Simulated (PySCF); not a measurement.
C5H7O, SMILES O=C1[CH]CCC1, multiplicity 2.

Coordinates come from a r2SCAN-D4/def2-SVP optimisation. The isomer is the one that the SMILES or the coordinates give; other isomers of the formula were not compared. The values are those of a single conformer.

Two levels are set side by side: PBE/def2-TZVP (PySCF) and CAM-B3LYP/def2-TZVP (PySCF). Same geometry, gas phase. Differences are taken from unrounded values.

```json
[
 {"quantity": "α-spin orbital gap (eV)", "CAM-B3LYP": "9.82", "PBE": "4.96", "PBE minus CAM-B3LYP": "-4.86"},
 {"quantity": "β-spin orbital gap (eV)", "CAM-B3LYP": "6.54", "PBE": "1.22", "PBE minus CAM-B3LYP": "-5.32"},
 {"quantity": "dipole moment (D)", "CAM-B3LYP": "3.78", "PBE": "3.62", "PBE minus CAM-B3LYP": "-0.16"},
 {"quantity": "mean polarisability (bohr³)", "CAM-B3LYP": "58.7", "PBE": "61.4", "PBE minus CAM-B3LYP": "2.7"}
]
```

PBE's more diffuse valence density responds more strongly to a field. Differences between two approximate levels are no errors against the true value.

Rough cost on one machine, each run with all the roots and properties that it gave: CAM-B3LYP against PBE within a factor of 2.
